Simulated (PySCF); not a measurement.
F₂H₅NSi₂, SMILES [SiH2]([SiH](F)F)N.

Geometry optimised at PBE-D3(BJ)/def2-SVP. The structure was generated by enumeration, and PubChem lists no compound with its InChIKey, so it may never have been made. The values are those of a single conformer.

Method: PBE-D3(BJ)/def2-SVP in PySCF 2.14.0.

Frequencies are harmonic and unscaled.

| mode | ν (cm⁻¹) | IR (km/mol) | Raman (Å⁴/amu) | depolarisation | moving atoms (share of kinetic energy) |
|---|---|---|---|---|---|
| 1 | 38 | 0.1 | 0.0 | – | F 45 %, N 30 %, H 18 % |
| 2 | 76 | 9.1 | 0.2 | 0.64 | N 44 %, F 34 %, H 16 % |
| 3 | 116 | 8.8 | 0.2 | 0.75 | F 50 %, H 27 %, Si 23 % |
| 4 | 177 | 23.1 | 1.3 | 0.75 | H 93 % |
| 5 | 256 | 15.8 | 3.2 | 0.74 | F 54 %, Si 35 % |
| 6 | 326 | 7.9 | 7.5 | 0.59 | Si 47 %, F 45 % |
| 7 | 402 | 6.4 | 30.5 | 0.22 | Si 74 %, H 17 % |
| 8 | 446 | 21.2 | 4.8 | 0.75 | H 74 %, Si 20 % |
| 9 | 493 | 249.6 | 1.8 | 0.24 | H 73 %, N 25 % |
| 10 | 681 | 0.0 | 14.8 | 0.75 | H 99 % |
| 11 | 779 | 103.3 | 23.7 | 0.71 | H 70 %, F 21 %, Si 8 % |
| 12 | 786 | 4.1 | 8.9 | 0.75 | H 83 %, F 16 % |
| 13 | 799 | 107.3 | 5.7 | 0.61 | N 32 %, Si 31 %, H 23 %, F 15 % |
| 14 | 812 | 196.9 | 8.4 | 0.65 | H 77 %, Si 9 %, N 8 % |
| 15 | 850 | 148.7 | 22.0 | 0.21 | Si 35 %, H 33 %, F 19 %, N 13 % |
| 16 | 873 | 2.2 | 18.1 | 0.57 | H 77 %, Si 15 % |
| 17 | 895 | 5.7 | 5.9 | 0.75 | H 59 %, Si 18 %, F 13 %, N 10 % |
| 18 | 916 | 149.8 | 1.8 | 0.75 | Si 35 %, H 33 %, F 28 % |
| 19 | 1503 | 28.1 | 6.6 | 0.73 | H 91 %, N 9 % |
| 20 | 2150 | 109.1 | 159.5 | 0.65 | H 97 % |
| 21 | 2164 | 161.3 | 335.5 | 0.05 | H 97 % |
| 22 | 2166 | 102.1 | 111.9 | 0.75 | H 96 % |
| 23 | 3465 | 29.4 | 124.6 | 0.11 | H 96 % |
| 24 | 3557 | 25.0 | 66.8 | 0.75 | H 92 %, N 8 % |
